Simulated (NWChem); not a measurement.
Two isomers of BSiNH₆O₂, each optimised at PBE0/def2-SVP with NWChem. Flexible species stand in one conformer each, which need not be the lowest. 

A: OB(O)N[SiH3]
B: N[SiH2]B(O)O

Question: Which is lower in energy, by how much, and how do their other properties compare?

Answer: A is lower by 25.9 kcal/mol in electronic energy; with zero-point energies, B − A = 27.4 kcal/mol.
```tsv
	A	B
highest occupied level (eV)	-7.48	-7.37
orbital gap (eV)	8.35	7.53
dipole (D)	2.28	1.85
highest harmonic frequency (cm⁻¹)	3950	3853
zero-point energy (kcal/mol)	48.0	49.4
```
